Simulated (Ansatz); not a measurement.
B(OCMe2)Cl3 (C3H6BCl3O). Total charge 0; singlet. Geometry B3LYP-D4/def2-SVP.

Cartesian coordinates in Å:
```
B 1.474 -1.520 -0.314
O 0.248 -0.609 -0.768
C -0.390 0.276 -0.167
C -1.492 0.940 -0.920
C -0.097 0.683 1.229
H -2.433 0.837 -0.354
H -1.283 2.021 -0.983
H -1.598 0.513 -1.924
H 0.961 0.989 1.287
H -0.168 -0.211 1.871
H -0.765 1.480 1.577
Cl 0.879 -2.491 1.137
Cl 2.848 -0.360 0.097
Cl 1.817 -2.547 -1.770
```

Q: Estimate the orbital energies around the gap (eV) in Ansatz with HF/6-31G, PBE-D4/def2-SVP, PBE-D4/def2-TZVP, r2SCAN-D4/def2-TZVP, r2SCAN0-D4/def2-TZVP.

A: 
```json
{"orbital": "HOMO−9", "HF/6-31G": "-16.33", "PBE-D4/def2-SVP": "-10.40", "PBE-D4/def2-TZVP": "-10.50", "r2SCAN-D4/def2-TZVP": "-10.92", "r2SCAN0-D4/def2-TZVP": "-12.38"}
{"orbital": "HOMO−8", "HF/6-31G": "-15.40", "PBE-D4/def2-SVP": "-9.67", "PBE-D4/def2-TZVP": "-9.85", "r2SCAN-D4/def2-TZVP": "-10.26", "r2SCAN0-D4/def2-TZVP": "-11.65"}
{"orbital": "HOMO−7", "HF/6-31G": "-14.39", "PBE-D4/def2-SVP": "-9.16", "PBE-D4/def2-TZVP": "-9.34", "r2SCAN-D4/def2-TZVP": "-9.71", "r2SCAN0-D4/def2-TZVP": "-11.02"}
{"orbital": "HOMO−6", "HF/6-31G": "-14.33", "PBE-D4/def2-SVP": "-8.63", "PBE-D4/def2-TZVP": "-8.81", "r2SCAN-D4/def2-TZVP": "-9.20", "r2SCAN0-D4/def2-TZVP": "-10.66"}
{"orbital": "HOMO−5", "HF/6-31G": "-12.57", "PBE-D4/def2-SVP": "-7.25", "PBE-D4/def2-TZVP": "-7.49", "r2SCAN-D4/def2-TZVP": "-7.84", "r2SCAN0-D4/def2-TZVP": "-9.16"}
{"orbital": "HOMO−4", "HF/6-31G": "-12.29", "PBE-D4/def2-SVP": "-7.15", "PBE-D4/def2-TZVP": "-7.42", "r2SCAN-D4/def2-TZVP": "-7.78", "r2SCAN0-D4/def2-TZVP": "-9.07"}
{"orbital": "HOMO−3", "HF/6-31G": "-12.20", "PBE-D4/def2-SVP": "-7.11", "PBE-D4/def2-TZVP": "-7.39", "r2SCAN-D4/def2-TZVP": "-7.75", "r2SCAN0-D4/def2-TZVP": "-9.04"}
{"orbital": "HOMO−2", "HF/6-31G": "-11.71", "PBE-D4/def2-SVP": "-6.64", "PBE-D4/def2-TZVP": "-6.93", "r2SCAN-D4/def2-TZVP": "-7.27", "r2SCAN0-D4/def2-TZVP": "-8.53"}
{"orbital": "HOMO−1", "HF/6-31G": "-11.53", "PBE-D4/def2-SVP": "-6.48", "PBE-D4/def2-TZVP": "-6.78", "r2SCAN-D4/def2-TZVP": "-7.12", "r2SCAN0-D4/def2-TZVP": "-8.39"}
{"orbital": "HOMO", "HF/6-31G": "-11.22", "PBE-D4/def2-SVP": "-6.13", "PBE-D4/def2-TZVP": "-6.43", "r2SCAN-D4/def2-TZVP": "-6.76", "r2SCAN0-D4/def2-TZVP": "-8.02"}
{"orbital": "LUMO", "HF/6-31G": "1.11", "PBE-D4/def2-SVP": "-3.66", "PBE-D4/def2-TZVP": "-3.76", "r2SCAN-D4/def2-TZVP": "-3.59", "r2SCAN0-D4/def2-TZVP": "-2.63"}
{"orbital": "LUMO+1", "HF/6-31G": "5.07", "PBE-D4/def2-SVP": "0.20", "PBE-D4/def2-TZVP": "-0.40", "r2SCAN-D4/def2-TZVP": "0.38", "r2SCAN0-D4/def2-TZVP": "0.87"}
{"orbital": "LUMO+2", "HF/6-31G": "6.14", "PBE-D4/def2-SVP": "1.46", "PBE-D4/def2-TZVP": "0.79", "r2SCAN-D4/def2-TZVP": "1.25", "r2SCAN0-D4/def2-TZVP": "2.04"}
{"orbital": "LUMO+3", "HF/6-31G": "6.53", "PBE-D4/def2-SVP": "1.65", "PBE-D4/def2-TZVP": "1.01", "r2SCAN-D4/def2-TZVP": "1.47", "r2SCAN0-D4/def2-TZVP": "2.31"}
{"orbital": "LUMO+4", "HF/6-31G": "6.58", "PBE-D4/def2-SVP": "1.71", "PBE-D4/def2-TZVP": "1.11", "r2SCAN-D4/def2-TZVP": "1.74", "r2SCAN0-D4/def2-TZVP": "2.42"}
{"orbital": "LUMO+5", "HF/6-31G": "6.61", "PBE-D4/def2-SVP": "1.87", "PBE-D4/def2-TZVP": "1.20", "r2SCAN-D4/def2-TZVP": "1.92", "r2SCAN0-D4/def2-TZVP": "2.55"}
```
